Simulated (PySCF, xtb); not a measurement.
BGeH5O2S, SMILES OB(O)[S][GeH3]. One conformer was computed; it need not be the lowest.

Harmonic wavenumbers (cm⁻¹) from xtb with GFN2-xTB at its own minimum, in rising order: 18, 111, 120, 272, 358, 371, 432, 484, 496, 518, 533, 584, 758, 829, 849, 875, 935, 1114, 1367, 1891, 1962, 2074, 3610, 3642.

### Question
What does PBE0-D3(BJ)/def2-SVP run with PySCF give at its own minimum? (The exact figures need the calculation; the answer reports its results.)

### Answer
47, 103, 148, 294, 401, 446, 479, 539, 571, 574, 590, 652, 846, 880, 886, 994, 1001, 1266, 1496, 2116, 2172, 2194, 3909, 3937. Paired by order, the mean absolute difference is 98 cm⁻¹ and the zero-point energies are 34.6 and 37.9 kcal/mol.
